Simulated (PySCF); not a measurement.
## Core-level binding energies of `C=C/C(OC)=P\C1CC1`

Species: C₇H₁₁OP.
Atom-mapped SMILES: `[CH2:1]=[CH:2]/[C:3]([O:4][CH3:5])=[P:6]\[CH:7]1[CH2:8][CH2:9]1`

Structure used (PBE0-D3(BJ)/def2-SVP), in Å, numbered top down from 1:
```xyz
20
C7H11OP angstrom
C     -2.7214   -1.4138    1.4188
C     -1.7585   -0.5470    1.0718
C     -1.9445    0.8991    1.0322
O     -3.1711    1.2676    1.4279
C     -3.4877    2.6340    1.4458
P     -0.7724    2.0583    0.5370
C      0.6531    0.9880    0.0804
C      2.0306    1.5826    0.2063
C      1.6224    0.4677    1.1128
H     -2.5274   -2.4886    1.4386
H     -3.7212   -1.0668    1.6893
H     -0.7637   -0.9083    0.8065
H     -4.5246    2.7167    1.7949
H     -3.3925    3.0751    0.4374
H     -2.8164    3.1868    2.1269
H      0.4954    0.3527   -0.7989
H      2.1126    2.5867    0.6348
H      2.7508    1.3750   -0.5894
H      2.0566   -0.5234    0.9510
H      1.4171    0.7026    2.1612
```

Method used: delta-SCF UKS SCAN, pcX-2 on the ionised atom, pcseg-1 elsewhere, spin-free X2C in PySCF 2.14.0. Vertical ΔSCF values, vacuum level as zero.

Q: List the computed XPS lines with their assignment.

A: 
```
atom(s)                     environment    level  binding energy (eV)  2p1/2 (eV)  above the level's lowest (eV)  count
     C1            terminal =CH2 carbon     C 1s               289.68           –                           0.00      1
     O4                    ether oxygen     O 1s               538.89           –                           0.00      1
     C5                  methoxy carbon     C 1s               292.30           –                          +2.62      1
     P6        phosphorus bonded to 2 C  P 2p3/2               135.03      135.92                           0.00      1
     P6        phosphorus bonded to 2 C     P 1s              2148.53           –                           0.00      1
     C7  sp3 carbon bound to phosphorus     C 1s               290.22           –                          +0.54      1
  C8/C9      three-membered-ring carbon     C 1s               290.44           –                          +0.76      2
```

Lowest listed C 1s: C1, bonded to C (double bond) and 2 H. Highest, 2.62 eV above it: C5, bonded to O and 3 H. The widest gap between neighbouring values is 1.86 eV, between 290.44 and 292.30 eV. Summing the Pauling electronegativity differences to the bonded atoms, each weighted by its formal bond order, gives -0.70 for the lowest site and -0.16 for the highest; no listed site has a larger sum than the highest. The smallest sum, -0.71, belongs to C7, 0.54 eV above the lowest.

Q: What is the longest wavelength that can ionise C 1s of C7 vertically?

A: λ = hc/E = 12398.42 eV Å / 290.22 eV = 42.721 Å.

One atom of each set of topologically equivalent atoms was ionised and stands for the set; in this conformer not all members are related by symmetry, and their own values weren't computed. The list is incomplete; no value stands for C 1s of C2, C3 (hole states with ⟨S²⟩ of 1 or more are left out). The unrestricted hole states depart most from a pure doublet (⟨S²⟩ = 0.75; over 0.85 named) for C 1s of C1 (0.86), which makes this value less certain. Spin–orbit coupling isn't in the SCF: each 2p doublet comes from a relaxed spin-free hole plus a matrix of the shell (mean-field spin–orbit coupling and the ground-state 2p splitting), with 2p3/2 averaged over its two sublevels. 2p1/2 minus 2p3/2 (ligand field included): P 0.89 eV. Isolated species at its PBE0-D3(BJ)/def2-SVP geometry (one conformer only).

Time: 4.0 min wall; peak memory 0.77 GiB. Hardware: an Arm Neoverse V1 with one thread, no GPU (shared host).
